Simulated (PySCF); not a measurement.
**MgBe: one state, many levels of theory**

State: ¹Σ⁺ (singlet), closed shell. Set-up: Mg jorge-DZP-DKH, Be jorge-DZP-DKH; spin-free X2C with a Gaussian nucleus (PySCF 2.14). De refers to Mg + Be in their ground configurations, without counterpoise correction. A positive dipole means Mg(−)Be(+). Levels whose curve was spin-contaminated or gave no clean fit are not listed.

```
 Level  Re (Å)  ωe (cm⁻¹)  De (eV)  μ (D)  CPU s a point (SCF and correlation, without the integrals)
   LDA   2.913        210    0.338  -0.69                                                        0.23
   PBE   2.976        194    0.245  -0.68                                                        0.38
  BP86   3.007        180    0.183  -0.66                                                        0.21
r²SCAN   3.005        189    0.212  -0.59                                                         0.4
  PBE0   3.071        164    0.170  -0.52                                                        0.67
M06-2X   3.332        115    0.085  -0.28                                                        0.39
```

The bond length runs from 2.913 Å (LDA) to 3.332 Å (M06-2X). De spans 0.08 eV (M06-2X, hybrid meta-GGA) to 0.34 eV (LDA, local density).

Closed-shell solutions of metal pairs were not tested for spin polarisation, which can lower them a little. The bond is weak. Basis-set superposition, not corrected here, can be much of De in a small basis, most of all at correlated wavefunction levels. Functionals without a dispersion term scatter widely for such bonds, and LDA overbinds them.

The whole job (state search and all levels along the bond) took about 1.2 min on 1 thread of Intel Xeon Platinum 8488C (shared host), peak memory 0.48 GiB.
